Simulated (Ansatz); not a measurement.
Molecule: BCl, net charge 1, doublet state. SMILES of the parent species: Cl[B]

Atoms: B1, Cl2. Bonds: B1-Cl2.

Bond lengths (Å) and angles (degrees) optimised at HF/3-21G with Ansatz (an electronic-structure program); HF/6-31G* with Ansatz; PBE/6-31G* with Ansatz; B3LYP/LANL2DZ with Ansatz, each started from the B3LYP-D3(BJ)/def2-TZVP structure (Ansatz) of the last column. A row stands for all coordinates that are equal there. 6-31G* holds six Cartesian d functions.

```tsv
coordinate	HF/3-21G	HF/6-31G*	PBE/6-31G*	B3LYP/LANL2DZ	B3LYP-D3(BJ)/def2-TZVP
B1-Cl2	1.637	1.597	1.614	1.668	1.600
```

Mean signed difference of all 1 bond lengths from B3LYP-D3(BJ)/def2-TZVP: HF/3-21G 0.037 Å, HF/6-31G* -0.004 Å, PBE/6-31G* 0.014 Å, B3LYP/LANL2DZ 0.068 Å.
